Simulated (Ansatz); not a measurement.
GaH$_{7}$O$_{4}$Si (`[OH][Ga-]([OH])([OH])[OH+][SiH3]`), charge 0, multiplicity 1.

**Question.** Give a relaxed structure at PBE0-D4/def2-TZVP (the Gaussian-basis code of Ansatz). (Best estimate.)

**Answer.** Ansatz gave: 
Z-matrix (Å, degrees):
```
Ga
O 1 1.810
O 1 1.788 2 120.1
O 1 1.802 2 119.4 3 -157.2
O 1 2.087 2 88.1 3 109.7
H 2 0.958 1 113.9 3 130.9
H 3 0.959 1 112.9 2 5.8
H 4 0.959 1 113.0 2 146.2
Si 5 1.694 1 119.9 2 130.2
H 5 0.967 1 99.1 2 0.6
H 9 1.478 5 110.9 1 -65.4
H 9 1.473 5 105.7 1 58.0
H 9 1.485 5 106.1 1 175.7
```
This is one stationary point; other conformers may exist.
